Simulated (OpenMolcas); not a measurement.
# Os3+: moving or changing the point charges

Os3+ among 6 point charges of -1.7 e arranged as an octahedron (Oh), 2.21 Å from the ion.

| Item | Value |
| --- | --- |
| Program | OpenMolcas |
| Method | CASSCF |
| Basis | ANO-RCC-VTZP [8s7p5d3f2g1h] |
| Scalar Hamiltonian | DKH2, point nucleus |
| Active space | 5 electrons in 5 orbitals (5d) |
| State averaging | 2S+1 = 6 even, 1 root; 2S+1 = 4 even, 24 roots; 2S+1 = 2 even, 75 roots |
| Spin-orbit coupling | state interaction with AMFI integrals over the reference wave functions |

Runs around this geometry, states (labels of O, the rotations of Oh). Energies in cm-1 above the lowest state or level, χT in cm3 K/mol; 10Dq and B are least-squares fits to the states below 45000 cm-1, weighted by degeneracy, with a free offset, and given where the rms deviation is under 5 % of |10Dq| (or 100 cm-1) and under 700 cm-1.

| R (Å) | q (e) | Ground state | 10Dq | B (rms of fit) | First gap with spin-orbit (degeneracies) | χT at 300 K | First state of another spin |
| --- | --- | --- | --- | --- | --- | --- | --- |
| 2.21 | -1.36 | 6A1 | 5752 | 839 (117) | 38.4 (2, 4) | 4.204 | 4T1 22080 |
| 2.05 | -1.7 | 6A1 | 10186 | 839 (255) | 130.0 (2, 4) | 4.058 | 4T1 17610 |
| 2.21 | -1.7 | 6A1 | 7142 | 836 (155) | 56.7 (2, 4) | 4.181 | 4T1 20731 |
| 2.33 | -1.7 | 6A1 | 5561 | 840 (118) | 36.2 (2, 4) | 4.207 | 4T1 22265 |

Taking |10Dq| as R^-n, n = -ln(5561 / 10186) / ln(2.33 / 2.05) = 4.7 between the shortest and longest distance. The point-charge formula for a cubic d site gives n = 5.

Scaling the charges by -1.36 / -1.7 = 0.80 scales |10Dq| by 5752 / 7142 = 0.81; with fixed orbitals a first-order splitting would follow the charge.

Without dynamic correlation the repulsion within the d shell is too large (B by tens of per cent), so at a given field states of lower spin stand too high. Point charges give a weaker field than real ligands, and real ions of this kind are as a rule low spin; the high spin found here belongs to the model. This field is weak: 10Dq is about 5752 cm-1, while octahedral complexes of 5d ions of charge 3 and more, computed by the same method with explicit ligands, had a median near 35000 cm-1. Ground spin and moment need not be those of a real site (figures for R = 2.21, q = -1.36; the like holds for R = 2.05, q = -1.7, R = 2.21, q = -1.7, R = 2.33, q = -1.7). This is an electrostatic model: the charges have no orbitals. No measured value stands beside these numbers.
